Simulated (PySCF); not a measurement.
C5H6FO2Si (doublet state).
Cartesian coordinates in Å at the GFN2-xTB level; atoms count from 1:
```xyz
15
C5H6FO2Si angstrom
C      2.9482    1.4140    0.8224
C      1.8292    0.8390    0.9696
F      0.8275    1.1597    1.7940
Si     1.4154   -0.8012   -0.1050
C     -0.4465   -1.0086    0.2603
O     -0.9471   -1.8193    1.0138
C     -1.1865    0.0787   -0.4693
C     -2.6727    0.1005   -0.3809
O     -0.4951    0.8603   -1.0962
H      3.8322    1.3202    0.2474
H      1.8160   -0.5436   -1.4775
H      2.1839   -1.8770    0.5207
H     -2.9484    0.3308    0.6484
H     -3.0655   -0.8899   -0.6039
H     -3.0952    0.8445   -1.0507
```

The hyperfine couplings belong to this conformer and change with its torsions.

Identity: `C(C(=O)C)([SiH2]/C(=[C]\[H])F)=O` [radical].

The calculation used UKS B3LYP, pcH-1 on C F H O Si, non-relativistic, mean-field spin-orbit, GIAO in PySCF 2.14.0. One conformer (not necessarily the lowest) at the GFN2-xTB geometry, without solvent, vibrations or thermal averaging. The geometry wasn't refined by DFT: couplings that depend on bond lengths, twists or pyramidal angles can differ widely from those at the functional's own minimum. Stability of the SCF solution: not tested.

Problem. Break the g tensor into its mass correction, gauge correction and orbital-Zeeman/spin–orbit terms.

Solution. 
```
                    Δg (ppm)      1     2     3
relativistic mass correction   -165  -165  -165
            gauge correction     38     9     6
   orbital Zeeman/spin–orbit   -923  -314  -117
                       total  -1050  -470  -276
```

So g = 2.00127, 2.00185, 2.00204 and g_iso = 2.00172; the tensor is rhombic: the two nearest values differ by 25 % of g3 − g1. Axes: g1 points within 12° of the Si4–C5 bond.

Problem. What effective moment and Curie constant follow for a powder?

Solution. With the mean of g² = 4.0069 and S(S+1) = 0.75: μ_eff = √(⟨g²⟩S(S+1)) = 1.734 μB and χT = 0.12505·⟨g²⟩·S(S+1) = 0.376 cm³ K/mol (cgs; spin-Hamiltonian part alone).

Problem. Average each term over the three axes. Which is largest in size?

Solution. The orbital-Zeeman/spin–orbit term -451, the mass correction -165 and the gauge correction 18 ppm, for a total of -599 ppm. The orbital-Zeeman/spin–orbit term is the largest in size. The mass correction is the same along every axis, so the anisotropy comes from the other two: their spans along these axes are 32 (gauge) and 806 ppm (orbital Zeeman/spin–orbit).

Problem. What are the electron Larmor frequencies g μB B/h along the three axes at 3350 mT?

Solution. 93.8343, 93.8616, 93.8706 GHz for g1, g2 and g3, a range of 36.3 MHz.

Problem. In a frozen sample, at which fields do the three g values resonate at 9.5, 34, 94 and 263 GHz (hyperfine left aside), and which band first spreads them over more than twice a line width of 0.3 mT?

Solution. 
| band | GHz | B(g3) mT | B(g2) mT | B(g1) mT | spread mT |
| --- | --- | --- | --- | --- | --- |
| X | 9.5 | 339.03 | 339.06 | 339.16 | 0.13 |
| Q | 34.0 | 1213.37 | 1213.49 | 1213.84 | 0.47 |
| W | 94.0 | 3354.62 | 3354.94 | 3355.91 | 1.30 |
| J | 263.0 | 9385.79 | 9386.70 | 9389.42 | 3.63 |

The spread grows in proportion to the frequency. W band is the first where it exceeds 0.6 mT.

The largest Mulliken spin populations are on C1 (+0.93), Si4 (+0.10) and C2 (-0.09). C1 is the only atom above +0.15.

The HOMO–LUMO gaps are 3.01 eV among the α and 3.66 eV among the β orbitals.

Time: 1.7 min wall (with the writing of density and orbital grids); peak memory 1.1 GiB. Hardware: an Arm Neoverse V2 with one thread, shared host with 192 logical CPUs at a one-minute load of 56.
